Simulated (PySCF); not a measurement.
HgI, SMILES [I][Hg] (connectivity only; charge and spin as stated), neutral, multiplicity 2.

Geometry: B3LYP-D3(BJ)/def2-TZVP. The multiplicity is an assumed one; other spin states were not compared. The def2 effective core potentials stand for the cores of Hg, I; spin–orbit coupling is left out.

Two levels are set side by side: PBE/def2-TZVPD (PySCF) and B3LYP/def2-TZVPD (PySCF). Same geometry, gas phase. Differences are taken from unrounded values.

| quantity | B3LYP | PBE | PBE minus B3LYP |
|---|---|---|---|
| α-spin orbital gap (eV) | 5.58 | 4.48 | -1.10 |
| β-spin orbital gap (eV) | 2.34 | 0.97 | -1.37 |
| dipole moment (D) | 2.29 | 2.18 | -0.11 |
| mean polarisability (bohr³) | 79.4 | 79.1 | -0.3 |

Rough cost on one machine, each run with all the roots and properties that it gave: B3LYP against PBE within a factor of 2.
